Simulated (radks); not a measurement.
Question: Coulomb parameter of the 4f shell of the praseodymium ion Pr2+ in the model configuration [Xe] 4f1.5 6p1.5, as a second difference U = [E(n + 0.25) + E(n - 0.25) - 2 E(n)] / (0.25)^2 with all orbitals relaxed. "Bare": the charge of the atom changes with n. "Screened": the 6p shell takes up the change at fixed total charge, which measures U(4f,4f) + U(6p,6p) - 2 U(4f,6p). Method: Dirac Kohn-Sham, PBE, spin-unpolarised, spherical densities, point nucleus; open shells are shared between the two j in proportion to 2j + 1; computed with a radial shooting solver on a logarithmic mesh with Libxc functionals. Estimate both.

Answer: U(bare) = 17.202 eV, U(screened by 6p) = 8.679 eV.
